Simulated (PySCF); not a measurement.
**UHF on Rh²⁺ (rhodium, charge +2)**

Configuration: [Kr] 4d7, high-spin 4F determinant. Computed with PySCF 2.14 in x2c-TZVPall (8s6p6d1f, 63 functions), with the spin-free X2C one-electron Hamiltonian (Gaussian nucleus).

```
Total energy                        : -4780.361362 hartree
One-electron energy                 : -6561.2158 hartree
Hartree (Coulomb) energy            : 1918.0859 hartree
Exchange energy                     : -137.2315 hartree
⟨S²⟩                                : 3.7534
⟨L²⟩                                : 12.036
Sum of ⟨r⟩                          : 26.35 bohr
Sum of ⟨r²⟩                         : 30.37 bohr²
Langevin diamagnetic susceptibility : -24.1 ×10⁻⁶ cm³/mol
Time after the integrals            : 0.52 s of wall time on 1 thread of Neoverse-N1 (shared host)
```

| shell | electrons | mean orbital energy (hartree) | spread (hartree) | rms radius, mean of both spins (bohr) |
| --- | --- | --- | --- | --- |
| 1s β | 1 | -858.56230 | 0 | 0.0374 |
| 1s α | 1 | -858.56177 | 0 | 0.0374 |
| 2s α | 1 | -128.15656 | 0 | 0.154 |
| 2s β | 1 | -128.12363 | 0 | 0.154 |
| 2p α | 3 | -114.73530 | 0 | 0.137 |
| 2p β | 3 | -114.70259 | 0 | 0.137 |
| 3s α | 1 | -24.83748 | 0 | 0.415 |
| 3s β | 1 | -24.82098 | 0 | 0.415 |
| 3p α | 3 | -20.30559 | 0 | 0.419 |
| 3p β | 3 | -20.28508 | 0 | 0.419 |
| 3d α | 5 | -13.05570 | 0.01122 | 0.403 |
| 3d β | 5 | -13.00860 | 0.04346 | 0.403 |
| 4s α | 1 | -4.58090 | 0 | 1.05 |
| 4s β | 1 | -4.38840 | 0 | 1.05 |
| 4p α | 3 | -3.22938 | 0 | 1.16 |
| 4p β | 3 | -2.98287 | 0 | 1.16 |
| 4d α | 5 | -1.23151 | 0.04017 | 1.56 |
| 4d β | 2 | -1.13655 | 0 | 1.56 |

Densities and radii are taken from the X2C orbitals without a picture-change correction, which distorts them close to the nucleus.
